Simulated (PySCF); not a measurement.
H5O2PSi.
Cartesian coordinates in Å at the PBE0-D3(BJ)/def2-SVP level; atoms count from 1:
```xyz
9
H5O2PSi angstrom
O     -0.9977   -1.0987    0.9191
Si    -0.1273   -0.0467   -0.0172
O     -0.9816    1.3583   -0.2663
P      1.6874    0.3977    1.2248
H     -1.8493   -1.3873    0.5769
H      0.1666   -0.6341   -1.3654
H     -1.0808    1.6472   -1.1771
H      2.3554    1.0325    0.1306
H      2.2784   -0.8762    0.9570
```

Theory: TDDFT wB97X-D/def2-SVPD, vertical, gas phase, core orbitals frozen in the response (PySCF 2.14.0, density-fitted response routines).

Ground-to-excited transition dipoles (e·a0, same axes as the geometry; the sign carries no meaning), for the states with f of 0.002 or more among the lowest 7:

```json
{"state": "S1", "E (eV)": "6.693", "μx": "-0.079", "μy": "0.235", "μz": "-0.126"}
{"state": "S2", "E (eV)": "6.854", "μx": "-0.456", "μy": "-0.066", "μz": "-0.071"}
{"state": "S3", "E (eV)": "7.441", "μx": "-0.518", "μy": "-0.123", "μz": "-0.810"}
{"state": "S4", "E (eV)": "7.488", "μx": "-0.286", "μy": "-0.374", "μz": "-0.601"}
{"state": "S5", "E (eV)": "7.646", "μx": "0.664", "μy": "0.209", "μz": "0.394"}
{"state": "S6", "E (eV)": "8.069", "μx": "-0.316", "μy": "-0.184", "μz": "-0.047"}
{"state": "S7", "E (eV)": "8.276", "μx": "0.357", "μy": "-0.079", "μz": "-0.077"}
```

**Question.** Work out the oscillator strengths.

**Answer.** f = (2/3) ΔE |μ|² with ΔE in hartree (27.2114 eV).

```csv
state,|μ|² (au),|μ| (D),f
S1,0.077,0.71,0.013
S2,0.217,1.19,0.037
S3,0.941,2.46,0.171
S4,0.584,1.94,0.107
S5,0.640,2.03,0.120
S6,0.136,0.94,0.027
S7,0.139,0.95,0.028
```

**Question.** Which bond between heavy atoms lies closest to the direction of the S3 transition dipole?

**Answer.** Si2–P4, at 23° from it; next Si2–O3 at 73°.

**Question.** What angle do the transition dipoles of S3 and S6 make?

**Answer.** |cos θ| = |μa·μb| / (|μa| |μb|) = 0.63, so θ ≈ 51° (taken between 0 and 90°, since the signs are arbitrary).

**Question.** What peak molar absorption coefficient would the strongest computed level give as a lone Gaussian band 0.3 eV wide at half height?

**Answer.** ε(max) = 2.175×10⁸ f / FWHM, with the width in cm⁻¹. S3: 2.175×10⁸ × 0.1715 / 2420 ≈ 15000 L mol⁻¹ cm⁻¹.

All these states lie below the vertical ionisation energy of 9.71 eV (ΔSCF).

One conformer stands for the species.

Without π bonds the low states may be Rydberg-like; a valence basis with one diffuse set may place them up to an eV too high.
